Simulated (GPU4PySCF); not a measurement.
Si(Me)(OEt)3 (C7H18O3Si), SMILES O(CC)[Si](OCC)(OCC)C.

Geometry optimised at r2SCAN-D4/def2-TZVP. The isomer is the one that the SMILES or the coordinates give; other isomers of the formula were not compared. The values are those of a single conformer.

Vertical ionisation energy (IE) and electron affinity (EA) in eV. Rows of orbital energies are one-electron estimates. Where ΔSCF, EOM or ADC give a negative EA the extra electron is unbound and the value depends on the basis.

```json
[
 {"level": "−ε(HOMO), −ε(LUMO), ωB97M-V/def2-TZVPD (GPU4PySCF)", "IE": "10.33", "EA": "-0.96"},
 {"level": "−ε(HOMO), −ε(LUMO), PBE/def2-TZVPD (GPU4PySCF)", "IE": "[?]", "EA": "[?]"}
]
```

**Question.** Fill in the missing entries. (The exact figures need the calculation; the answer reports its results.)

**Answer.** 
- −ε(HOMO), −ε(LUMO), PBE/def2-TZVPD (GPU4PySCF), IE: 6.41
- −ε(HOMO), −ε(LUMO), PBE/def2-TZVPD (GPU4PySCF), EA: 0.42
